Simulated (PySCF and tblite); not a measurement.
Values are calculated unless marked as measured or tabulated.
System: isoxazole-5-carboxylic acid, C4H3NO3, numbered as in [O:1]=[C:2]([OH:3])[c:4]1[cH:5][cH:6][n:7][o:8]1.

For the rotation about the C2–O3 bond (torsion O1–C2–O3–H from 0° to 180°, rising): electronic barrier 11.49 kcal/mol, zero-point change -1.11 kcal/mol, thermal and entropy terms at 200 K a further 0.01 kcal/mol (symmetry numbers apart). The minimum is Cs, the saddle C1. Geometries: GFN2-xTB; energies: PBE0/pcSseg-1 + D3(BJ), IEF-PCM benzene; zero-point and thermal terms from GFN2-xTB harmonic modes (soft modes blended into free rotors). Rates follow Eyring's equation with the number of equivalent paths and no tunnelling. Run with tblite and PySCF.

How many equivalent paths lead out of the minimum?

2: the symmetry number of the minimum is 1, that of the saddle displaced along its mode 1, and the displaced saddle is chiral while the minimum is not, which doubles the count.

Work out the rate at 200 K.

ΔG‡ = 10.39 kcal/mol; k_B T/h = 4.2×10¹² s⁻¹; exp(−ΔG‡/RT) = 4.4×10⁻¹²; times 2 gives k = 37 s⁻¹.
